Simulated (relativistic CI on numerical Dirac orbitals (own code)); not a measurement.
**Energy levels of Ge¹⁴⁺**

Calculated at this level of theory: Dirac-Coulomb-Breit CI, KLI orbitals optimised for each configuration, a model potential for QED, unscaled Slater integrals (own radial code, finite nucleus).

CI space (outside the closed core [Ne]): 3s2.3p6, 3s2.3p5.3d, 3s.3p6.3d, 3s2.3p5.4s, 3s2.3p5.4p, 3s2.3p5.4d, 3s.3p6.4s, 3s2.3p5.4f, 3s.3p6.4p, 3p6.3d2, 3p5.3d3, 3p5.3d2.4s, 3p5.3d2.4p, 3p5.3d2.4d. Double excitations out of closed p, d and f shells are left out; levels of such configurations are missing from the list, as are those of other unlisted configurations, and high levels can miss mixing partners. These lack a partner that the ground configuration has and come out too high: 3s2.3p5.4f.

| No. | Configuration | Term | J | E (cm⁻¹) | % | Lifetime (s) |
| --- | --- | --- | --- | --- | --- | --- |
| 1 | 3s2.3p6 | 1S | 0 | 0 | 100 |  |
| 2 | 3s2.3p5.3d | 3P° | 0 | 586432 | 100 |  |
| 3 | 3s2.3p5.3d | 3P° | 1 | 593805 | 97 | 2.00e-08 |
| 4 | 3s2.3p5.3d | 3P° | 2 | 609272 | 91 | 3.06e-03 |
| 5 | 3s2.3p5.3d | 3F° | 4 | 619881 | 100 |  |
| 6 | 3s2.3p5.3d | 3F° | 3 | 625021 | 85 | 2.50e-01 |
| 7 | 3s2.3p5.3d | 3F° | 2 | 637564 | 74 | 1.14e-02 |
| 8 | 3s2.3p5.3d | 3D° | 3 | 666940 | 63 | 3.73e-03 |
| 9 | 3s2.3p5.3d | 1D° | 2 | 680793 | 48 | 6.87e-04 |
| 10 | 3s2.3p5.3d | 3D° | 1 | 683154 | 96 | 4.65e-10 |
| 11 | 3s2.3p5.3d | 3D° | 2 | 696078 | 56 | 5.36e-04 |
| 12 | 3s2.3p5.3d | 1F° | 3 | 701456 | 53 | 3.48e-04 |
| 13 | 3s2.3p5.3d | 1P° | 1 | 880813 | 99 | 2.10e-12 |
| 14 | 3s.3p6.3d | 3D | 1 | 1164633 | 100 | 1.13e-11 |
| 15 | 3s.3p6.3d | 3D | 2 | 1167519 | 99 | 1.12e-11 |
| 16 | 3s.3p6.3d | 3D | 3 | 1172552 | 100 | 1.12e-11 |
| 17 | 3s.3p6.3d | 1D | 2 | 1231599 | 99 | 1.14e-11 |
| 18 | 3s2.3p5.4s | 3P° | 2 | 2027220 | 99 | 2.34e-08 |
| 19 | 3s2.3p5.4s | 3P° | 1 | 2036736 | 50 | 5.45e-12 |
| 20 | 3s2.3p5.4s | 3P° | 0 | 2074985 | 99 | 2.89e-08 |
| 21 | 3s2.3p5.4s | 1P° | 1 | 2082000 | 51 | 5.50e-12 |
| 22 | 3s2.3p5.4p | 3S | 1 | 2168272 | 85 | 7.94e-12 |
| 23 | 3s2.3p5.4p | 3D | 2 | 2190507 | 59 | 7.36e-12 |
| 24 | 3s2.3p5.4p | 3D | 3 | 2199801 | 100 | 7.79e-12 |
| 25 | 3s2.3p5.4p | 1P | 1 | 2204952 | 43 | 7.79e-12 |
| 26 | 3s2.3p5.4p | 3P | 2 | 2213741 | 67 | 7.19e-12 |
| 27 | 3s2.3p5.4p | 3P | 0 | 2233643 | 93 | 6.96e-12 |
| 28 | 3s2.3p5.4p | 3D | 1 | 2237639 | 62 | 7.75e-12 |
| 29 | 3s2.3p5.4p | 3P | 1 | 2253758 | 65 | 7.45e-12 |
| 30 | 3s2.3p5.4p | 3D | 2 | 2254547 | 40 | 7.54e-12 |
| 31 | 3s2.3p5.4p | 1S | 0 | 2296793 | 93 | 8.10e-12 |
| 32 | 3p6.3d2 | 3F | 2 | 2369190 | 99 |  |
| 33 | 3p6.3d2 | 3F | 3 | 2374528 | 100 |  |
| 34 | 3p6.3d2 | 3F | 4 | 2380557 | 99 |  |
| 35 | 3p6.3d2 | 1D | 2 | 2409102 | 68 |  |
| 36 | 3p6.3d2 | 3P | 0 | 2410925 | 99 |  |
| 37 | 3p6.3d2 | 3P | 1 | 2413179 | 100 |  |
| 38 | 3p6.3d2 | 3P | 2 | 2419138 | 69 |  |
| 39 | 3p6.3d2 | 1G | 4 | 2426992 | 99 |  |
| 40 | 3s2.3p5.4d | 3P° | 0 | 2427054 | 98 | 4.19e-11 |
| 41 | 3s2.3p5.4d | 3P° | 1 | 2430933 | 91 | 1.38e-11 |
| 42 | 3s2.3p5.4d | 3P° | 2 | 2439876 | 75 | 4.66e-11 |
| 43 | 3s2.3p5.4d | 3F° | 4 | 2443893 | 100 | 6.19e-11 |
| 44 | 3s2.3p5.4d | 3F° | 3 | 2444456 | 57 | 5.71e-11 |
| 45 | 3s2.3p5.4d | 1D° | 2 | 2453388 | 39 | 5.58e-11 |

Energies count from the lowest computed level; ° marks odd parity; lifetimes are radiative, by E1, M1, E2, M2, E3 decay to levels of this space only; some are left blank where a channel outside the calculation adds to the decay or the decay crosses a small, uncertain gap.

The mean weight of the leading LS term, summed over parents, in these 45 levels is 81 %, and that of the leading jj configuration (from the same eigenvectors) 82 %.

At this charge energies of transitions that change n are usually good to better than 1 %, and those within a shell (Δn = 0) to a few per cent.

LS names give the leading component of a level, which can be under half, so a name can repeat, a term be missing and a line seem to break the LS rules.
